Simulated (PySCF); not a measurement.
Working out the ionisation energy of Rh²⁺

Rh²⁺ [Kr] 4d7 (4F) → Rh³⁺ [Kr] 4d6 (5D). Computed with PySCF 2.14 in x2c-SVPall (6s5p5d1f, 53 functions), with scalar relativity by spin-free X2C-1e. Frozen: [Kr]. Energies in hartree (1 hartree = 27.21139 eV):

```tsv
part	Rh²⁺ (lower)	Rh³⁺ (upper)
UHF	-4779.916263	-4778.837554
MP2 opposite-spin	-0.064470	-0.031787
MP2 same-spin	-0.051297	-0.047796
```

Question: What does Hartree-Fock give?

Answer: (-4778.837554) − (-4779.916263) = 1.078709 hartree = 29.353 eV.

Question: What do MP2 and SCS-MP2 (6/5 opposite-spin, 1/3 same-spin) give?

Answer: The opposite-spin parts differ by 0.889 eV and the same-spin parts by 0.095 eV. MP2: 29.353 + (0.889) + (0.095) = 30.337 eV. SCS-MP2: 29.353 + 1.2 × (0.889) + (0.095)/3 = 30.451 eV.

Reference: 31.06 eV (semi-empirical (NIST evaluation); NIST Atomic Spectra Database, ionization energies), between the lowest levels; spin-orbit coupling is absent from the calculation.

A double-zeta basis recovers only part of the correlation energy.

What remains against the reference includes basis incompleteness, the frozen core and correlation beyond second order.
